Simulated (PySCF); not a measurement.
## Partial charges of `FC(F)(F)C(F)(F)C(F)(F)F`

Species: C₃F₈.
Cartesian coordinates in Å at the GFN2-xTB level; atoms count from 1:
```
atom  x, y, z in Å
F1     1.1065    1.2012   -1.1677
C2     1.2714    0.3110   -0.1959
F3     1.4835    0.9691    0.9379
F4     2.3524   -0.4048   -0.4685
C5     0.0239   -0.6156   -0.0737
F6     0.2436   -1.5173    0.8979
F7    -0.1353   -1.2891   -1.2252
C8    -1.2886    0.1624    0.2452
F9    -1.5599    1.0441   -0.7102
F10   -2.3104   -0.6755    0.3386
F11   -1.1816    0.8172    1.3957
```

Density: PBE0/pcSseg-1 (PySCF); schemes: Mulliken, IAO, Hirshfeld and ESP-fitted. Geometry: GFN2-xTB; no solvent, vibrations or thermal averaging.

Problem. For which atoms does the sign change between the 4 schemes (beyond +0.03 e in one, beyond −0.03 e in another)?

Solution. For none.

Problem. Do the Mulliken, IAO, Hirshfeld and ESP-fitted schemes agree on where the charge is highest?

Solution. All schemes pick atoms of one kind: Mulliken C2 and C8 (+0.812); IAO C2 and C8 (+0.788); Hirshfeld C2 and C8 (+0.240); ESP-fitted C8 (+0.471).

Problem. Do the Mulliken, IAO, Hirshfeld and ESP-fitted schemes agree on where the charge is lowest?

Solution. The schemes don't all agree: Mulliken F6 (-0.260); IAO F1, F3, F6, F7 and 2 more (-0.260); Hirshfeld F1, F3, F9 and F11 (-0.079); ESP-fitted F11 (-0.141).

Problem. What partial charge does each atom carry?

Solution. In e:

```tsv
atom	environment	Mulliken	IAO	Hirshfeld	ESP-fitted
F1	fluorine of a CF3 group	-0.243	-0.260	-0.079	-0.136
C2	CF3 carbon	+0.812	+0.788	+0.240	+0.445
F3	fluorine of a CF3 group	-0.243	-0.260	-0.079	-0.135
F4	fluorine of a CF3 group	-0.242	-0.254	-0.075	-0.116
C5	CF2 carbon	+0.351	+0.490	+0.139	+0.042
F6	fluorine of a CF2 group	-0.260	-0.260	-0.076	-0.083
F7	fluorine of a CF2 group	-0.259	-0.260	-0.076	-0.083
C8	CF3 carbon	+0.812	+0.788	+0.240	+0.471
F9	fluorine of a CF3 group	-0.243	-0.260	-0.079	-0.140
F10	fluorine of a CF3 group	-0.242	-0.254	-0.075	-0.124
F11	fluorine of a CF3 group	-0.243	-0.260	-0.079	-0.141
```

Mean size of the charges over all atoms: IAO 0.376 e, Mulliken 0.359 e, ESP-fitted 0.174 e, Hirshfeld 0.113 e. Each set sums to the total charge, 0, to within 0.001 e. The Hirshfeld scheme weights the molecular density at each point by an atom's share of the summed free-atom densities.

Problem. Sum the charges by element.

Solution. 
```
element  atoms  Mulliken     IAO  Hirshfeld  ESP-fitted
      F      8    -1.975  -2.067     -0.619      -0.957
      C      3    +1.975  +2.067     +0.619      +0.958
```

Problem. How many electrons does the Hirshfeld scheme count on F4?

Solution. Z − q = 9 − (-0.075) ≈ 9.076.
